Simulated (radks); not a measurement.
Values are calculated unless marked as measured or tabulated.
Coulomb parameter of the 4f shell of the praseodymium ion Pr2+ in the model configuration [Xe] 4f2 6s1, as a second difference U = [E(n + 0.5) + E(n - 0.5) - 2 E(n)] / (0.5)^2 with all orbitals relaxed. "Bare": the charge of the atom changes with n. "Screened": the 6s shell takes up the change at fixed total charge, which measures U(4f,4f) + U(6s,6s) - 2 U(4f,6s). Code: a radial shooting solver on a logarithmic mesh with Libxc functionals. Model: scalar-relativistic Kohn-Sham, BLYP, spin-unpolarised, spherical densities, point nucleus.

| case | configuration | E - E(n) (eV) |
|---|---|---|
| start | [Xe] 4f2 6s1 | 0.000 |
| bare +0.5 | [Xe] 4f2.5 6s1 | -8.797 |
| bare -0.5 | [Xe] 4f1.5 6s1 | 12.902 |
| screened +0.5 | [Xe] 4f2.5 6s0.5 | -2.353 |
| screened -0.5 | [Xe] 4f1.5 6s1.5 | 4.105 |

U(bare) = 16.419 eV, U(screened by 6s) = 7.009 eV, against the Slater integral F0(4f,4f) = 24.765 eV with frozen orbitals.
